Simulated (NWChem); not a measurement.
System meant: GaHOBrF; SMILES [OH][Ga]([Br])[F]

Input file for NWChem:

```
start job
memory heap 200 mb stack 900 mb global 1100 mb
geometry units angstroms noautoz
  Ga     0.038617    -0.731480     0.000000
  F     -1.436142    -1.665477     0.000000
  Br    -0.068479     1.515126     0.000000
  O      1.573228    -1.600747     0.000000
  H      1.463615    -2.559066     0.000000
end
basis spherical
  Ga library def2-svp
  F library def2-svp
  Br library def2-svp
  O library def2-svp
  H library def2-svp
end
dft
  xc b3lyp
  iterations 4
  mulliken
end
task dft energy
```

End of the output:

```
    Atom       Charge   Shell Charges
 -----------   ------   -------------------------------------------------------
    1 Ga  31    30.85   2.00  2.00  1.93  0.63  0.22  5.99  5.83  0.98  0.59  7.80  2.05  0.83
    2 F    9     9.18   1.98  1.02  0.76  3.20  2.23  0.00
    3 Br  35    34.90   2.00  2.00  1.96  1.12  0.69  5.99  5.81  2.44  2.87  7.84  2.04  0.15
    4 O    8     8.16   1.97  0.88  0.60  2.69  2.01  0.01
    5 H    1     0.90   0.55  0.16  0.18

 center of mass
 --------------
 x =  -0.02960788 y =   0.11199943 z =   0.00000000

 moments of inertia (a.u.)
 ------------------
        1143.801119144421           0.000000000000           0.000000000000
           0.000000000000         289.367419159043           0.000000000000
           0.000000000000           0.000000000000        1433.168538303464

     Multipole analysis of the density
     ---------------------------------

     L   x y z        total         alpha         beta         nuclear
     -   - - -        -----         -----         ----         -------
     0   0 0 0     -0.000000    -42.000000    -42.000000     84.000000

     1   1 0 0      0.227441      0.113720      0.113720     -0.000000
     1   0 1 0     -0.322297     -0.161149     -0.161149     -0.000000
     1   0 0 1      0.000000      0.000000      0.000000      0.000000

     2   2 0 0    -37.710010    -90.919251    -90.919251    144.128492
     2   1 1 0     -2.362386      4.071610      4.071610    -10.505605
     2   1 0 1      0.000000      0.000000      0.000000      0.000000
     2   0 2 0    -29.823941   -281.493224   -281.493224    533.162506
     2   0 1 1      0.000000      0.000000      0.000000      0.000000
     2   0 0 2    -31.116471    -15.558235    -15.558235      0.000000

 ------------------------------------------------------------------------
 dft energy failed                                                                                  0
 ------------------------------------------------------------------------
 ------------------------------------------------------------------------
  current input line :
    22: task dft energy
 ------------------------------------------------------------------------
 ------------------------------------------------------------------------
 This type of error is most commonly associated with calculations not reaching convergence criteria
 ------------------------------------------------------------------------
 For more information see the NWChem manual at https://nwchemgit.github.io

0:dft energy failed:Received an Error in Communication
```

### Question
What is wrong, and how is it mended?

### Answer
The run did not converge; its last values are not results. Cause: the SCF was allowed too few iterations. This input runs:
```
start job
memory heap 200 mb stack 900 mb global 1100 mb
geometry units angstroms noautoz
  Ga     0.038617    -0.731480     0.000000
  F     -1.436142    -1.665477     0.000000
  Br    -0.068479     1.515126     0.000000
  O      1.573228    -1.600747     0.000000
  H      1.463615    -2.559066     0.000000
end
basis spherical
  * library def2-svp
end
dft
  xc b3lyp
  iterations 150
  mulliken
end
task dft energy
```
It converges to -4674.18005 Ha (B3LYP/def2-SVP).
